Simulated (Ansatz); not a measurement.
## Ansatz (development build ahead of 0.2.0) run

```yaml
crystal:
  periodic: [false, false, false]
  atoms:
    - { symbol: Li, position_ang: [2.34, 0.0, 0.0] }
    - { symbol: Li, position_ang: [1.17, 2.0265, 0.0] }
    - { symbol: Li, position_ang: [-1.17, 2.0265, 0.0] }
    - { symbol: Li, position_ang: [-2.34, 0.0, 0.0] }
    - { symbol: Li, position_ang: [-1.17, -2.0265, 0.0] }
    - { symbol: Li, position_ang: [1.17, -2.0265, 0.0] }
basis:
  gaussian: { orbitals: "6-31G" }
hamiltonian:
  xc: hf
correlation:
  method: mp2
  frozen_orbitals: { Li: 0 }
output:
  forces: true
```

The input is written out in the form of the current development build from the run's settings.

The run gave:

```
Converged          : yes
Reference energy   : -44.52532 hartree
Correlation energy : -0.08175 hartree
Total energy       : -44.60707 hartree
```

Forces (eV/Å):
```tsv
atom	Fx	Fy	Fz
Li1	1.061	0.000	0.000
Li2	0.530	0.919	0.000
Li3	-0.530	0.919	0.000
Li4	-1.061	0.000	0.000
Li5	-0.530	-0.919	0.000
Li6	0.530	-0.919	0.000
```

Caution: no unrestricted run beside it, a lower state can exist.
